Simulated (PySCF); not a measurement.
A small calculation by hand: chemical shift, span and skew from a shielding tensor

C2H4Cl2Si, SMILES Cl/C=C\[SiH2]Cl. Atoms are numbered in the order given.

```xyz
9

Cl    -0.4471     2.5546     0.0000
C      1.0255     1.6440     0.0000
C      1.0392     0.3107     0.0000
Si    -0.5163    -0.7250     0.0000
Cl     0.0686    -2.7146     0.0000
H      1.9154     2.2798     0.0000
H      2.0210    -0.1758     0.0000
H     -1.3312    -0.4812    -1.2213
H     -1.3312    -0.4812     1.2213
```

The structure is a stationary point at PBE0-D3(BJ)/def2-SVP. The structure was generated by enumeration; whether it is a known compound was not checked. Other conformers were not sampled.

GIAO shieldings from PySCF with PBE/pcSseg-1, non-relativistic, no solvent. The symmetric part of the tensor of C2 has the principal values -77.4, 59.6, 112.2 ppm. The same nucleus in TMS has σ = 182.0 ppm at this level (PySCF, at its B3LYP-D3(BJ)/def2-TZVP geometry). Without spin–orbit terms, shifts of atoms bonded to Cl or Br come out too high.

Q: Work out the isotropic shielding, the ¹³C shift against TMS, the span and the skew.

A: 
σ(iso) = (σ11 + σ22 + σ33)/3 = 31.5 ppm. δ = σ(ref) − σ(iso) = 182.0 − (31.5) = 150.5 ppm.
Span Ω = σ33 − σ11 = 189.6 ppm. Skew κ = 3(σ(iso) − σ22)/Ω = -0.45. Tumbling in solution averages the tensor to δ; in a static solid the shielding alone would spread this spin-1/2 line over Ω.
